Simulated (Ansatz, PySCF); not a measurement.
C5H7FO, SMILES CO[C@]1(F)C=CC1. Atoms are numbered in the order given.

```xyz
14

C      1.9789    -0.3723    -0.5657
O      1.2284     0.5864     0.1398
C     -0.1209     0.3335     0.3092
F     -0.5374     1.2714     1.2103
C     -0.5975    -1.0816     0.6252
C     -1.3791    -1.1335    -0.4654
C     -1.0423     0.2644    -0.9626
H      3.0075     0.0094    -0.6230
H      1.9904    -1.3520    -0.0551
H      1.6066    -0.5265    -1.5957
H     -0.3894    -1.7661     1.4505
H     -2.0465    -1.9017    -0.8640
H     -1.8640     0.9971    -0.9349
H     -0.5225     0.3351    -1.9320
```
Charge 0, spin multiplicity 1.

Coordinates come from a B3LYP-D3(BJ)/def2-SVP optimisation. The structure was generated by enumeration; whether it is a known compound was not checked. One conformer was computed; it need not be the lowest.

Two levels are set side by side: PBE-D3(BJ)/def2-SVP (Ansatz, a quantum-chemistry and plane-wave program) and B3LYP-D3(BJ)/def2-SVP (Ansatz). Each level has its own optimised geometry; the coordinates shown are those of the second. Frequencies come from the Hessian of PySCF at each geometry. Differences are taken from unrounded values.

| quantity | B3LYP-D3(BJ) | PBE-D3(BJ) | PBE-D3(BJ) minus B3LYP-D3(BJ) |
|---|---|---|---|
| mean bond length (Å) | 1.273 | 1.280 | 0.007 |
| bond C1–O2 (Å) | 1.407 | 1.412 | 0.005 |
| bond O2–C3 (Å) | 1.383 | 1.392 | 0.008 |
| bond C3–F4 (Å) | 1.366 | 1.373 | 0.007 |
| bond C3–C5 (Å) | 1.526 | 1.530 | 0.004 |
| bond C3–C7 (Å) | 1.572 | 1.578 | 0.006 |
| bond C5–C6 (Å) | 1.343 | 1.352 | 0.010 |
| bond C6–C7 (Å) | 1.521 | 1.520 | -0.001 |
| bond C1–H8 (Å) | 1.099 | 1.107 | 0.008 |
| bond C1–H9 (Å) | 1.105 | 1.114 | 0.009 |
| bond C1–H10 (Å) | 1.106 | 1.115 | 0.009 |
| bond C5–H11 (Å) | 1.092 | 1.101 | 0.008 |
| bond C6–H12 (Å) | 1.093 | 1.101 | 0.008 |
| bond C7–H13 (Å) | 1.101 | 1.109 | 0.008 |
| bond C7–H14 (Å) | 1.102 | 1.111 | 0.008 |
| highest harmonic wavenumber (cm⁻¹) | 3218 | 3150 | -68 |
| mean harmonic wavenumber (cm⁻¹) | 1354 | 1314 | -40 |
| zero-point energy (kcal/mol) | 69.69 | 67.65 | -2.04 |

Exact exchange shortens and stiffens bonds; PBE has none. Differences between two approximate levels are no errors against the true value.
